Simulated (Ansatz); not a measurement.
Program: Ansatz. Geometries: PBE0-D4/def2-TZVP. ΔE: electronic, gas phase. CBS: MP2 limit from def2 TZ/QZ plus the TZ coupled-cluster correction, frozen cores. Functionals use def2-TZVPP. For Ga, Ge outer-core shells are correlated without core-valence functions, which leaves a few kJ/mol of doubt a bond. Scalar relativity is left out up to krypton. Each species was taken in one conformer, which may not be the lowest.

`[CH3][Ge]([CH3])([Cl])[Cl]` + `C[Si](C)(C)[O][Ga]([Cl])[Cl]` → `C[Si](C)(C)[O][Ge]([CH3])([CH3])[Cl]` + `[Cl][Ga]([Cl])[Cl]`  (redistribution)

`[CH3][Ge]([CH3])([Cl])[Cl]`:

```xyz
11

C     0.694   -0.242   -1.538
Ge    0.299   -0.375    0.350
C    -1.101    0.754    1.060
Cl   -0.218   -2.426    0.779
Cl    2.112    0.046    1.441
H    -0.194   -0.499   -2.118
H     1.004    0.776   -1.777
H     1.500   -0.931   -1.787
H    -1.210    0.565    2.128
H    -2.043    0.531    0.557
H    -0.842    1.802    0.904
```

`C[Si](C)(C)[O][Ga]([Cl])[Cl]`:

Z-matrix (Å, degrees):
```
C
Si 1 1.862
H 1 1.093 2 110.9
H 1 1.094 2 111.0 3 -120.1
H 1 1.093 2 110.9 3 119.9
C 2 1.867 1 111.0 3 -178.5
C 2 1.867 1 111.0 3 58.6
O 2 1.661 1 106.2 3 -59.9
H 6 1.093 2 111.1 1 58.4
H 6 1.094 2 111.1 1 178.9
H 6 1.094 2 111.0 1 -61.4
H 7 1.094 2 111.0 1 61.4
H 7 1.094 2 111.1 1 -178.9
H 7 1.093 2 111.1 1 -58.4
Ga 8 1.747 2 135.1 1 -179.9
Cl 15 2.113 8 119.8 2 179.7
Cl 15 2.125 8 120.9 2 -0.3
```

`C[Si](C)(C)[O][Ge]([CH3])([CH3])[Cl]`:

Cartesian coordinates in Å:
```
C 0.448 -2.404 -1.698
Si -0.009 -0.674 -1.177
C 1.060 0.576 -2.069
C -1.810 -0.332 -1.535
O 0.288 -0.574 0.444
Ge -0.196 0.450 1.788
C 0.814 -0.131 3.328
C -0.075 2.322 1.298
Cl -2.293 0.040 2.181
H 1.495 -2.616 -1.467
H -0.167 -3.141 -1.174
H 0.303 -2.545 -2.772
H 2.118 0.416 -1.844
H 0.933 0.498 -3.152
H 0.805 1.599 -1.779
H -2.014 -0.430 -2.605
H -2.100 0.678 -1.233
H -2.457 -1.032 -1.000
H 0.649 -1.197 3.479
H 1.878 0.046 3.159
H 0.494 0.411 4.218
H 0.951 2.566 1.016
H -0.376 2.949 2.138
H -0.736 2.525 0.455
```

`[Cl][Ga]([Cl])[Cl]`:

Cartesian coordinates in Å:
```
Cl 1.121 1.774 -0.232
Ga 0.000 0.000 0.000
Cl -1.864 -0.206 -0.971
Cl 0.742 -1.568 1.203
```

```csv
level,ΔE (eV)
BLYP-D4,-0.10
r2SCAN0-D4,-0.14
BLYP,-0.06
HF/CBS(def2),-0.17
```

Problem. What does CCSD(T)/CBS give? (An estimate is asked.)

Solution. The calculation gave: -0.13 eV. The listed levels differ from it by 0.03, -0.01, 0.07, -0.04 eV.

Largest T1 diagnostic among the species: 0.012.

From BLYP to BHLYP (50 % exact exchange), in def2-TZVPP and without D4, ΔE moves by −0.07 eV. In def2-TZVPP, CCSD(T) changes the Hartree–Fock value by +0.05 eV (the triples alone add +0.01 eV) and MP2 by +0.08 eV.

CCSD(T)/CBS has its own doubt, a few kJ/mol and more with outer-core shells, so smaller differences from it don't rank the levels.
